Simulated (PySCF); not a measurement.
**Level sweep**

Compound: trichlorosilane, Cl3HSi.
SMILES with atom numbers: `[Cl:1][SiH:2]([Cl:3])[Cl:4]` (hydrogens: H5 on Si2)

Cartesian coordinates in Å at the PBE0-D3(BJ)/def2-SVP level; atoms count from 1:
```
atom  x, y, z in Å
Cl1   -0.9485    1.6711   -0.5868
Si2    0.0056    0.0031    0.1125
Cl3   -1.0002   -1.6629   -0.5166
Cl4    1.9090   -0.0365   -0.6308
H5     0.0514    0.0309    1.5874
```

PySCF, dipoles from the SCF density, polarisabilities from static response with core orbitals frozen. Isolated species at its PBE0-D3(BJ)/def2-SVP geometry, gas phase.

Reference dipole: 0.860 D (measured, gas; NIST CCCBDB Release 22 (SRD 101), experimental dipoles). The anisotropy is √(½[(α1 − α2)² + (α2 − α3)² + (α3 − α1)²]).

| level | μ (D) | error (%) | α (Å³) | anisotropy (Å³) |
| --- | --- | --- | --- | --- |
| LDA/def2-SVPD | 0.922 | +7.2 | 10.18 | 2.25 |
| PBE/def2-SVPD | 0.883 | +2.6 | 10.09 | 2.25 |
| B3LYP/def2-SVPD | 0.949 | +10.4 | 9.78 | 2.09 |
| PBE0/def2-SVPD | 0.961 | +11.7 | 9.66 | 2.07 |
| BHandHLYP/def2-SVPD | 1.026 | +19.3 | 9.37 | 1.93 |
| CAM-B3LYP/def2-SVPD | 1.002 | +16.5 | 9.61 | 2.00 |
| wB97X-D/def2-SVPD | 0.996 | +15.8 | 9.53 | 2.00 |
| LC-wPBE/def2-SVPD | 1.032 | +20.0 | 9.36 | 1.94 |
| HF/def2-SVPD | 1.099 | +27.8 | 8.94 | 1.72 |
| PBE0/6-31G* | 1.211 | +40.8 | 7.01 | 2.07 |
| PBE0/def2-SVP | 0.979 | +13.9 | 6.74 | 1.80 |
| PBE0/6-31+G* | 1.192 | +38.6 | 7.98 | 2.07 |
| PBE0/aug-cc-pVDZ | 0.970 | +12.8 | 9.61 | 2.14 |
| PBE0/def2-TZVP | 0.860 | 0.0 | 8.50 | 2.10 |
| PBE0/def2-TZVPD | 0.875 | +1.7 | 9.79 | 2.10 |
| PBE0/aug-cc-pVTZ | 0.917 | +6.7 | 9.76 | 2.09 |

For the dipole, the smallest error is 0.0% (PBE0/def2-TZVP) and the largest 40.8% (PBE0/6-31G*). The dipole runs from 0.86 D (PBE0/def2-TZVP) to 1.21 D (PBE0/6-31G*). No reference polarisability is at hand; against PBE0 in the largest diffuse basis at hand (aug-cc-pVTZ) the other PBE0 rows deviate by 6-31G* -28%, def2-SVP -31%, 6-31+G* -18%, def2-SVPD -1%, aug-cc-pVDZ -2%, def2-TZVP -13%, def2-TZVPD 0%. In one basis (def2-SVPD) the functionals order the polarisability from HF (lowest) to LDA (highest), a spread of 14%. With PBE0 the polarisability is 7.42 Å³ without diffuse functions (mean of 6-31G*, def2-SVP and def2-TZVP) and 9.36 Å³ with them (mean of 6-31+G*, def2-SVPD, aug-cc-pVDZ, def2-TZVPD and aug-cc-pVTZ). Measured values can belong to vibrating molecules; the computed ones are for one fixed geometry.
